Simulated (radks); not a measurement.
Results of a calculation; reference values are marked as such.
Question: Si2+, 12 electrons, occupied as [Ne] 3s2 (the NIST ground configuration). Level of theory: non-relativistic Kohn-Sham, PBE, spin-polarised, spherical densities, point nucleus (a radial shooting solver on a logarithmic mesh with Libxc functionals). Some entries of the table are withheld. Estimate them.

| orbital | occ. | eigenvalue (eV) | r(max) (bohr) |
|---|---|---|---|
| 1s | 2 | -1803.094 | 0.07298 |
| 2s | 2 | -160.1442 | 0.4558 |
| 2p | 6 | (1) | 0.3880 |
| 3s | 2 | (2) | (3) |
| 3p | 0 | -20.5159 | 1.906 |
| 3d | 0 | (4) | (5) |

Answer: 
(1) 2p eigenvalue (eV): -116.9404
(2) 3s eigenvalue (eV): -28.4776
(3) 3s r(max) (bohr): 1.699
(4) 3d eigenvalue (eV): -10.7174
(5) 3d r(max) (bohr): 2.463
